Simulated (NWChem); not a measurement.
System: C2H6Mg; SMILES [CH3][Mg][CH3]

Computed with NWChem. Medium grid unless said otherwise, to which SCAN and Minnesota functionals are sensitive. All runs use the structure optimised with B3LYP/6-31G* (spherical d). Hybrids' shares of exact exchange are those that their runs print; pure functionals count as 0. The functionals differ in more than this share.

```csv
row,share of exact exchange,highest occupied level (eV)
PBE/def2-SVP,0.00,-5.25
RPBE/def2-SVP,0.00,-5.21
B3LYP/def2-SVP,0.20,-6.22
M06/def2-SVP,0.27,-6.48
MPW1K/def2-SVP,0.43,withheld
```

### Question
Fit a straight line of the last column on the one before it, predict the withheld value, and compare with the run.

### Answer

1. Means of the 4 shown rows: x = 0.118, y = -5.790. Slope Σ(x − x̄)(y − ȳ)/Σ(x − x̄)² = -0.2723/0.05768 = -4.721; intercept -5.235.
2. The shown rows scatter about the line by 0.029 (root mean square); the largest residual is -0.04, at B3LYP/def2-SVP.
3. At x = 0.43 (MPW1K/def2-SVP; beyond the shown range) the line gives -7.27.
4. The run gives -7.37, -0.10 from the line, 3.4 times the scatter.
